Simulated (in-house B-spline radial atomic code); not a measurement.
## RPA and G0W0 on LDA VWN5: the potassium ion K⁷⁺

Configuration [Ne] 3s2, mean-field start LDA VWN5. Computed with an all-electron radial atomic-structure program (B-spline basis): all electrons, scalar-relativistic (spin-free one-electron X2C), finite nucleus, each spin shell either full or empty, empty states to l = 9 with an (l + 1/2)⁻⁴ tail; G0W0 by contour deformation at full frequency.

Command:
```bash
python run_gw.py task.json out
```
Settings (radii: box in bohr, nucleus in fm):
```
Z                        19
electrons                12
configuration            [Ne] 3s2
hamiltonian              x2c
method                   lda,vwn
lmax                     9
rms_radius               3.4349
spin_polarised           False
box_radius               8.41
intervals                67
ion_configuration        [Ne] 3s1
```

Run time, properties included: 2.9 s on 1 thread of Arm Neoverse V1, on a shared host.

Energies (hartree):

```csv
term,value
mean-field total,-584.22836
Hartree-Fock functional on these orbitals,-585.46181
direct second order,-0.9031
second-order exchange,0.33367
SOSEX correction,0.29582
```

(1) What is the RPA correlation energy, and what remains with SOSEX?

Quasi-particle levels (eV):

```csv
level,occupied,mean field,Σx - vxc,Σc,QP weight,G0W0
3s,yes,-145.92,-7.04,?,?,?
2p,yes,-417.14,-32.79,4.55,0.950,-445.38
3p,no,-127.03,10.87,-2.31,0.949,-118.47
```

G0W0 = mean field + (Σx - vxc) + Σc, with Σc (partial-wave tail included) taken at the quasi-particle energy. Levels of low weight are left out.

(2) Where does G0W0 put 3s?

(3) What does it cost to remove one electron (to [Ne] 3s1) by differences of total energies, each species on its own start (correlation terms add to the Hartree-Fock functional)?

Results:

(1) RPA gives -0.79542 hartree (-1.8 eV per electron); RPA + SOSEX gives -0.49961, and the second-order doubles -0.56943 hartree (no singles). SOSEX takes back 37 % of the RPA value.

(2) At -155.68 eV, with Σc = -2.73 eV and a quasi-particle weight of 0.961. The tabulated removal energy is 154.87 ± 0.05 eV (NIST, semi-empirical); the calculation leaves out spin-orbit coupling, Breit and QED terms, and what these don't explain is the method's own error.

(3) LDA VWN5 154.92 eV, Hartree-Fock functional 152.68 eV, + RPA 155.59 eV, + RPA + SOSEX 154.81 eV, + second order 155.71 eV. Tabulated: 154.87 ± 0.05 eV (NIST, semi-empirical); the calculation leaves out spin-orbit coupling, Breit and QED terms, and what these don't explain is the method's own error.
